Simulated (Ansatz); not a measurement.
Born–Oppenheimer molecular dynamics of C₂H₈FNOSi (14 atoms, charge 0, multiplicity 1). It goes on from the last frame of an earlier run, with new velocities.

All numbers below come from RKS B3LYP-D4/STO-3G in Ansatz 0.2.0.

| Item | Value |
| --- | --- |
| ensemble | NVT, Nosé–Hoover chain |
| time step | 0.25 fs |
| steps asked | 266 |
| set temperature | 1000 K |
| thermostat | time constant 100 fs, chain length 1 |
| temperature schedule | 66 steps to 1000 K, then 200 steps to 10 K |
| seed | 489934 |

Frames 0.5 fs apart, positions in Å.

Velocities at 52.5 fs (Å/ps):

```
O 3.32 3.65 0.57
C 8.64 7.34 1.84
N -4.82 1.04 -0.13
Si 3.16 -1.70 -2.15
C 0.39 -0.02 -3.48
F -7.07 -3.23 0.63
H 17.72 -2.34 17.41
H -56.24 -10.07 -24.49
H -16.59 1.39 -4.88
H 7.74 7.19 21.62
H -1.56 -12.62 5.10
H -16.61 -19.96 -20.96
H -16.02 -0.28 16.33
H 33.58 -14.54 50.31
```

```xyz
14
Properties=species:S:1:pos:R:3 time_fs=52.5 energy_less_start_eV=0.829 T=510
O -2.033 -1.042 0.212
C -0.537 -1.250 0.257
N 0.004 -0.015 -0.346
Si 1.806 0.167 -0.753
C -0.661 1.297 0.117
F -0.264 1.903 1.304
H -2.285 -1.954 0.495
H -0.234 -2.142 -0.399
H -0.456 -1.384 1.379
H 2.627 0.864 0.257
H 2.583 -1.042 -1.027
H 1.652 1.143 -1.708
H -1.715 0.885 0.222
H -0.553 1.968 -0.724
14
Properties=species:S:1:pos:R:3 time_fs=53.0 energy_less_start_eV=0.908 T=460
O -2.031 -1.040 0.212
C -0.533 -1.246 0.258
N 0.002 -0.015 -0.346
Si 1.807 0.166 -0.754
C -0.661 1.297 0.115
F -0.267 1.901 1.304
H -2.278 -1.957 0.504
H -0.262 -2.146 -0.410
H -0.462 -1.383 1.376
H 2.630 0.867 0.268
H 2.581 -1.048 -1.025
H 1.644 1.134 -1.721
H -1.723 0.885 0.230
H -0.536 1.962 -0.701
14
Properties=species:S:1:pos:R:3 time_fs=53.5 energy_less_start_eV=0.962 T=425
O -2.030 -1.038 0.212
C -0.529 -1.243 0.259
N 0.000 -0.014 -0.346
Si 1.809 0.165 -0.755
C -0.662 1.296 0.114
F -0.271 1.899 1.305
H -2.273 -1.964 0.515
H -0.289 -2.149 -0.418
H -0.465 -1.385 1.373
H 2.631 0.869 0.278
H 2.578 -1.053 -1.024
H 1.637 1.128 -1.739
H -1.730 0.889 0.237
H -0.519 1.960 -0.681
14
Properties=species:S:1:pos:R:3 time_fs=54.0 energy_less_start_eV=0.979 T=414
O -2.028 -1.036 0.212
C -0.526 -1.239 0.259
N -0.001 -0.013 -0.346
Si 1.810 0.164 -0.756
C -0.662 1.294 0.112
F -0.274 1.898 1.305
H -2.270 -1.974 0.527
H -0.316 -2.149 -0.422
H -0.464 -1.387 1.369
H 2.631 0.869 0.287
H 2.572 -1.058 -1.024
H 1.631 1.123 -1.760
H -1.735 0.895 0.244
H -0.502 1.964 -0.668
14
Properties=species:S:1:pos:R:3 time_fs=54.5 energy_less_start_eV=0.955 T=429
O -2.026 -1.034 0.211
C -0.523 -1.235 0.260
N -0.002 -0.012 -0.346
Si 1.812 0.163 -0.756
C -0.663 1.291 0.112
F -0.277 1.896 1.306
H -2.269 -1.984 0.540
H -0.340 -2.147 -0.424
H -0.458 -1.391 1.365
H 2.628 0.868 0.294
H 2.565 -1.063 -1.024
H 1.626 1.120 -1.785
H -1.738 0.903 0.249
H -0.485 1.972 -0.662
14
Properties=species:S:1:pos:R:3 time_fs=55.0 energy_less_start_eV=0.905 T=462
O -2.024 -1.032 0.211
C -0.521 -1.231 0.261
N -0.002 -0.011 -0.346
Si 1.813 0.162 -0.756
C -0.664 1.287 0.111
F -0.280 1.895 1.307
H -2.269 -1.994 0.552
H -0.363 -2.143 -0.422
H -0.449 -1.396 1.361
H 2.624 0.865 0.300
H 2.557 -1.067 -1.025
H 1.623 1.118 -1.812
H -1.740 0.913 0.253
H -0.468 1.986 -0.661
14
Properties=species:S:1:pos:R:3 time_fs=55.5 energy_less_start_eV=0.849 T=497
O -2.022 -1.030 0.211
C -0.520 -1.228 0.261
N -0.001 -0.009 -0.346
Si 1.814 0.162 -0.756
C -0.666 1.283 0.111
F -0.283 1.893 1.307
H -2.270 -2.001 0.565
H -0.384 -2.137 -0.417
H -0.435 -1.403 1.357
H 2.617 0.861 0.305
H 2.546 -1.070 -1.027
H 1.621 1.115 -1.841
H -1.741 0.926 0.256
H -0.451 2.003 -0.666
14
Properties=species:S:1:pos:R:3 time_fs=56.0 energy_less_start_eV=0.805 T=526
O -2.020 -1.028 0.211
C -0.519 -1.224 0.262
N 0.000 -0.008 -0.346
Si 1.815 0.161 -0.756
C -0.668 1.278 0.111
F -0.286 1.891 1.308
H -2.272 -2.004 0.576
H -0.402 -2.129 -0.410
H -0.418 -1.410 1.355
H 2.609 0.855 0.307
H 2.535 -1.073 -1.029
H 1.621 1.112 -1.869
H -1.741 0.940 0.256
H -0.435 2.023 -0.674
14
Properties=species:S:1:pos:R:3 time_fs=56.5 energy_less_start_eV=0.780 T=542
O -2.018 -1.027 0.210
C -0.519 -1.221 0.262
N 0.002 -0.006 -0.347
Si 1.816 0.160 -0.756
C -0.670 1.273 0.112
F -0.289 1.890 1.310
H -2.274 -2.004 0.585
H -0.417 -2.121 -0.402
H -0.397 -1.418 1.352
H 2.599 0.849 0.308
H 2.522 -1.076 -1.032
H 1.622 1.107 -1.897
H -1.740 0.956 0.255
H -0.421 2.043 -0.684
14
Properties=species:S:1:pos:R:3 time_fs=57.0 energy_less_start_eV=0.771 T=548
O -2.016 -1.026 0.210
C -0.520 -1.217 0.262
N 0.004 -0.005 -0.347
Si 1.817 0.160 -0.755
C -0.672 1.268 0.112
F -0.292 1.888 1.311
H -2.276 -1.999 0.593
H -0.428 -2.112 -0.391
H -0.372 -1.427 1.350
H 2.587 0.841 0.308
H 2.508 -1.079 -1.036
H 1.626 1.099 -1.924
H -1.739 0.973 0.253
H -0.409 2.062 -0.694
14
Properties=species:S:1:pos:R:3 time_fs=57.5 energy_less_start_eV=0.768 T=550
O -2.015 -1.025 0.210
C -0.521 -1.214 0.262
N 0.006 -0.003 -0.347
Si 1.817 0.160 -0.755
C -0.673 1.263 0.111
F -0.294 1.886 1.312
H -2.278 -1.989 0.600
H -0.436 -2.104 -0.381
H -0.345 -1.437 1.348
H 2.574 0.833 0.306
H 2.493 -1.082 -1.039
H 1.632 1.090 -1.948
H -1.739 0.990 0.248
H -0.399 2.078 -0.704
14
Properties=species:S:1:pos:R:3 time_fs=58.0 energy_less_start_eV=0.761 T=554
O -2.013 -1.025 0.210
C -0.522 -1.210 0.263
N 0.009 -0.001 -0.347
Si 1.818 0.160 -0.755
C -0.675 1.258 0.111
F -0.297 1.884 1.313
H -2.280 -1.976 0.605
H -0.440 -2.097 -0.370
H -0.315 -1.447 1.346
H 2.561 0.824 0.304
H 2.478 -1.085 -1.044
H 1.639 1.078 -1.969
H -1.740 1.008 0.241
H -0.392 2.090 -0.711
```

Of the whole run (66 fs, mean temperature of the second half 599 K): The conserved energy stayed within 0.15 meV per atom of its start (net change 0.081 meV per atom), so the integration is sound. The schedule's set-point averaged 339 K over the second half and the system 599 K, so it lags behind the ramp. A run of 0.067 ps of so small a system gives no equilibrium averages. Limits of this set-up: minimal basis.

Run time: 9.1 min on 1 thread of Arm Neoverse V2 (shared host), peak memory 0.1 GiB.
